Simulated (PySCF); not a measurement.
Calculation: PBE-D3(BJ)/def2-TZVP // r2SCAN-D4/def2-SVP in PySCF 2.14.0. Gas-phase values, no solvent. One relaxed conformer stands for a flexible species; it need not be the lowest. Excitations are Tamm–Dancoff values on a coarser integration grid. The basis has no diffuse functions, so Rydberg states are missing or too high.

Reference species (SMILES): `CO[Si](N)(OC)OC` (neutral, multiplicity 1).

```
Quantity                Value
-------------------  --------
S1 excitation (TDA)   6.08 eV
LUMO                 -0.03 eV
S1–T1 gap (TDA)       0.30 eV
```

Changed species: `CO[Si](N)(N)OC` (2 of 4 NH2 replaced by OCH3; the reference has 3 of 4 NH2 replaced by OCH3).

Task: Give the shifts of the S1 excitation (TDA), LUMO and S1–T1 gap (TDA).

Result: the S1 excitation (TDA) falls by 0.15 eV, to 5.93 eV; the LUMO stays essentially unchanged; the S1–T1 gap (TDA) falls by 0.09 eV, to 0.21 eV.
